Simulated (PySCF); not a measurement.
C2H6O3Si. Atoms are numbered in the order given.

```xyz
12

Si    -1.3516    -0.0338     0.0341
O     -2.2515     1.3467     0.1857
O      0.2901     0.4755     0.0015
C      1.2498    -0.4681    -0.0461
C      2.6385     0.1113    -0.0710
O      0.9813    -1.6472    -0.0628
H     -1.6167    -0.8334     1.2450
H     -1.6293    -0.7372    -1.2427
H     -2.2445     1.9756    -0.5452
H      3.3803    -0.6946    -0.1126
H      2.7472     0.7754    -0.9422
H      2.7962     0.7287     0.8268
```
Charge 0, spin multiplicity 1.

The structure is a stationary point at B3LYP-D3(BJ)/def2-SVP. Other conformers were not sampled.

Vertical ionisation energy (IE) and electron affinity (EA) in eV. Rows of orbital energies are one-electron estimates. Where ΔSCF, EOM or ADC give a negative EA the extra electron is unbound and the value depends on the basis.

```
level                                                IE          EA
-------------------------------------------  ----------  ----------
−ε(HOMO), −ε(LUMO), ωB97X/def2-TZVP (PySCF)  (withheld)  (withheld)
−ε(HOMO), −ε(LUMO), PBE/def2-TZVP (PySCF)          6.45        1.15
```

**Question.** Some entries are withheld; supply them. (Estimate from the structure and the level; the computed values follow.)

**Answer.** 
- −ε(HOMO), −ε(LUMO), ωB97X/def2-TZVP (PySCF), IE: 10.64
- −ε(HOMO), −ε(LUMO), ωB97X/def2-TZVP (PySCF), EA: -2.33
